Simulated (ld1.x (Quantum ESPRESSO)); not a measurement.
## Transferability test, RRKJ potential for Mn

```
Element                 : manganese (Mn)
Generator               : ld1.x (Quantum ESPRESSO) 7.5
Type                    : norm-conserving RRKJ (Kleinman–Bylander form)
Functional              : PBE
Relativity              : scalar-relativistic
Frozen core             : [Ar]
Valence charge          : 7
Reference configuration : 3d5 4s1.5 4p0 (charge +0.5)
Partial waves           : 4s (bound): rc 2.35 bohr; 4p (bound, empty): rc 2.15 bohr; 3d (bound): rc 1.90 bohr
Local potential         : the d channel
Core correction         : Bessel-smoothed model core inside 1.35 bohr
rho0                    : 0.005
```

Energies are relative to the spin-unpolarised reference configuration 3d5 4s1.5 4p0; without spin polarisation the order of configurations can differ from experiment. The frozen-core shift is the all-electron ΔE with the core orbitals held at their reference shape minus the fully relaxed ΔE.

```csv
valence configuration,charge,ΔE all-electron (eV),error AE − PS (meV),frozen-core shift (meV)
3d5 4s1 4p0,+1,5.055,-1.8,+0.9
3d3 4s0 4p0,+4,103.935,-1114,+1876
3d5 4s0 4p1,+1,9.795,-6.4,+2.5
3d5.5 4s1.5 4p0,0,-3.843,-32,+22
3d4 4s0 4p0,+3,53.174,-264,+346
```

(1) What are ΔE and the potential's error for 3d5 4s2 4p0?

(2) What are ΔE and the potential's error for 3d5 4s0 4p0?

Note: ghost states, extra bound levels that the all-electron valence spectrum of the same l lacks: s at -125.1 eV, p at -30.7 eV. A true bound ghost makes a file unfit for plane-wave use.

Answers

(1) ΔE = -3.361 eV all-electron; the error (AE − PS) is -0.4 meV.

(2) ΔE = 20.654 eV all-electron; the error (AE − PS) is -23 meV.
